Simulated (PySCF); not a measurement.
C₂H₉ClOSi₂.

```xyz
15

C     -1.5165    -1.7763    -0.0966
Si    -0.7498    -0.0714    -0.1422
C     -1.8660     1.2411    -0.8650
Cl    -0.2574     0.4787     1.8286
O      0.6763    -0.1173    -1.0152
Si     2.3280    -0.0685    -0.7113
H     -2.4601    -1.7698     0.4849
H     -0.8243    -2.5029     0.3732
H     -1.7407    -2.1230    -1.1262
H     -1.3742     2.2332    -0.8291
H     -2.0983     1.0047    -1.9236
H     -2.8186     1.3030    -0.3018
H      2.7334     1.2712    -0.1624
H      3.0206    -0.3007    -2.0222
H      2.7280    -1.1451     0.2608
```

Coordinates come from a PBE-D3(BJ)/def2-SVP optimisation. Other conformers were not sampled.

All values below come from PBE/pcSseg-1 (PySCF). Non-relativistic, no solvent.

Computed absolute GIAO shielding of each atom: isotropic value and principal components (ppm):
```csv
atom,σ(iso),σ11,σ22,σ33,span
C1,173.5,164.2,170.2,186.1,21.9
Si2,303.6,276.8,297.9,336.2,59.4
C3,173.5,164.7,169.5,186.1,21.4
Cl4,850.5,723.2,840.2,988.1,265.0
O5,265.4,218.2,258.1,319.7,101.5
Si6,372.1,328.5,335.9,452.0,123.5
H7,30.7,26.9,28.5,36.7,9.7
H8,30.4,26.5,28.6,36.0,9.5
H9,30.6,26.7,28.0,37.0,10.3
H10,30.4,26.5,28.5,36.1,9.6
H11,30.5,26.6,28.0,36.9,10.3
H12,30.7,26.9,28.5,36.7,9.7
H13,25.8,22.3,24.4,30.7,8.4
H14,26.0,22.7,24.1,31.3,8.6
H15,25.8,22.4,24.4,30.7,8.3
```
